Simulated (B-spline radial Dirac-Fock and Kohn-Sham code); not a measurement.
Calculated with an atomic code on a B-spline grid, using the Dirac equation of a negative muon with reduced mass in the field of a spherical finite nucleus, with the Uehling potential to all orders; nuclear polarisation, deformation, hyperfine structure, self-energy, higher-order vacuum polarisation, relativistic recoil and electron screening are left out. The nuclear charge is a Fermi distribution (skin thickness 2.3 fm).

Task: A muonic atom of atomic mass 183.96 u emits these computed lines: 2p3/2 → 1s1/2 5636 keV, 3d5/2 → 2p3/2 2236 keV, 4f7/2 → 3d5/2 826.0 keV, 5g9/2 → 4f7/2 379.9 keV. Which element is it, and what rms charge radius was used?

Result: Iridium (Z = 77, nuclide ¹⁸⁴Ir); the high transitions hardly feel the nucleus and fix Z. The 2p → 1s line lies 8357 keV below the value for a point nucleus without QED, which for this nuclear model gives a radius near 5.38 fm (5.3805 fm was used).
